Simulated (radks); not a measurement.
Task: Au LXIII, configuration [Ne] 3s2 3p5. Calculated with a radial shooting solver on a logarithmic mesh with Libxc functionals: scalar-relativistic Kohn-Sham, LB94 model potential, spin-polarised, spherical densities, finite nucleus; open shells are filled with parallel spins first (spin-orbit coupling, left out, can overturn this in heavy ions); Fermi nuclear charge, rms radius 5.4371 fm. Some entries of the table are withheld. Estimate them.

orbital  occ.  eigenvalue (hartree)  r(max) (bohr)
1s up       1             -3158.870        0.01041
1s down     1             -3158.865        0.01041
2s up       1             -703.1386        0.05989
2s down     1             -703.0831        0.05991
2p up       3             -633.1144        0.04952
2p down     3             -633.0087        0.04953
3s up       1                   (1)            (2)
3s down     1                   (3)            (4)
3p up       3                   (5)         0.1601
3p down     2                   (6)         0.1600

Result: 
(1) 3s up eigenvalue (hartree): -277.7051
(2) 3s up r(max) (bohr): 0.1625
(3) 3s down eigenvalue (hartree): -277.4535
(4) 3s down r(max) (bohr): 0.1625
(5) 3p up eigenvalue (hartree): -257.2104
(6) 3p down eigenvalue (hartree): -256.9747
